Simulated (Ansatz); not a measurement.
Basis-set series for C$_{4}$H$_{5}$F$_{3}$, SMILES `C/C=C(\F)C(F)F`. The species carries charge 0 and has multiplicity 1. Geometry: relaxed with PBE0-D4/def2-TZVP. It is one conformer, not always the lowest.

```tsv
functional	basis	functions	energy (Eh)	HOMO (eV)	LUMO (eV)
PBE0-D4	def2-SVP	123	-454.13098	-7.61	0.07
PBE0-D4	def2-TZVPP	287	-454.66700	-7.69	-0.10
ωB97M-V	def2-SVP	123	-454.44088	-9.84	2.29
ωB97M-V	def2-TZVPP	287	-454.99240	-9.94	2.05
```

Question: Give the rows for def2-QZVPP. (Estimate.)

Answer: Ansatz gave: 
```tsv
functional	basis	functions	energy (Eh)	HOMO (eV)	LUMO (eV)
PBE0-D4	def2-QZVPP	549	-454.69047	-7.72	-0.17
ωB97M-V	def2-QZVPP	549	-455.01466	-9.97	1.82
```

Positive LUMOs are unbound and depend on the basis.
